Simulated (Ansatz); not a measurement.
`F/C=N/[SiH2]F` + `[NH2][AlH2]` → `F[SiH2][NH][AlH2]` + `N=CF` at 700 K and 1 bar (ligand exchange at the Si–N bond).

Gas-phase electronic energies from Ansatz, PBE0-D4/def2-TZVP geometries. CCSD(T)/CBS is the MP2 limit (def2-TZVPP, def2-QZVPP) plus CCSD(T) − MP2 in def2-TZVPP, frozen cores. This one scheme is used for every species. One conformer a species, not always the lowest.

```tsv
species	CCSD(T)/CBS energy (Eh)	H − E (kJ/mol)	S (J/(mol·K))
`F/C=N/[SiH2]F`	-583.28846	180.0	420.6
`[NH2][AlH2]`	-299.14566	147.5	319.0
`F[SiH2][NH][AlH2]`	-688.71689	205.0	444.0
`N=CF`	-193.72220	122.2	297.1
```

H − E and S are ideal-gas, rigid-rotor, harmonic terms from PBE0-D4/def2-TZVP, for one conformer and one mirror image of each species. 1 Eh = 2625.50 kJ/mol, R = 8.31446 J/(mol·K).

Task: By hand: ΔE, ΔH, ΔS and ΔG.

Result: ΔE = (-688.71689) + (-193.72220) − (-583.28846) − (-299.14566) = -0.00497 Eh = -13.0 kJ/mol. Δ(H − E) = 205.0 + 122.2 − 180.0 − 147.5 = -0.3, so ΔH = -13.3 kJ/mol. ΔS = 444.0 + 297.1 − 420.6 − 319.0 = 1.5 J/(mol·K). ΔG = -13.3 − 700 × (1.5)/1000 = -14.4 kJ/mol.

Task: By hand: the equilibrium constant, and the temperature at which ΔG would vanish if ΔH and ΔS stayed fixed.

Result: log₁₀ K = −ΔG/(RT ln 10) = 1.1. ΔH and −TΔS have one sign here, so there is no such temperature.

The number of gas molecules stays the same, so ΔS is small and ΔH decides. A doubt of 5 kJ/mol in ΔE shifts log₁₀ K by 0.4 here. Other conformers and mirror images would add mixing entropy, several J/(mol·K) or more a flexible species. These are equilibria of isolated gas molecules and say nothing of rates. Largest T1 diagnostic: 0.013 (customary marks: 0.02 for closed shells, 0.045 for open ones).

ΔS is within the doubt of such terms, so its sign, and with it that verdict, could turn.
